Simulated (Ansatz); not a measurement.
ClCs, triplet, at the geometry of the source list (a higher spin typed on purpose: for a closed-shell molecule this is an excited state) (core potentials on Cs); BLYP/def2-TZVP run with Ansatz (an electronic-structure program).

The Ansatz input:
Ansatz 0.2 input:
```yaml
crystal:
  periodic: [false, false, false]
  atoms:
    - {symbol: Cs, position_ang: [-0.89640000, -0.79160000, -0.84180000]}
    - {symbol: Cl, position_ang: [0.89640000, 0.79160000, 0.84180000]}
basis:
  gaussian:
    orbitals: def2-TZVP
    final_grid: {core_spheres: 10, valence_spheres: 20, degree: 41}
hamiltonian:
  xc: blyp
magnetization: {spin_polarized: true, initial_magnetization: 2}
```

**Question.** Predict the main parts of the log of this Ansatz run.

**Answer.** 
```
Functional definition: BLYP
574 factors; their error is unknown
mean field evaluation 1: about -13067.8529 eV, gradient 6.1e0 eV
mean field evaluation 2: about -13067.8999 eV, gradient 5.8e0 eV
mean field evaluation 4: about -13068.0482 eV, gradient 5.1e-1 eV
mean field evaluation 8: about -13068.0451 eV, gradient 2.6e-3 eV
mean field evaluation 16: about -13068.0451 eV, gradient 4.7e-5 eV
mean field evaluation 32: about -13066.2553 eV, gradient 7.0e0 eV
mean field evaluation 64: about -13067.9026 eV, gradient 4.1e0 eV
mean field -13068.04505054 eV, -480.2417977683 hartree, gradient 4.1e-6 eV, S^2 2.002372; 6 other end points of the search recorded, 0 dependent functions left out
reference -13068.04530740 eV, -480.2418072076 hartree; 14, 12 occupied and 52, 54 virtual orbitals, 574 factors
Total energy: -13068.04530740 eV, -480.2418072076 hartree
```
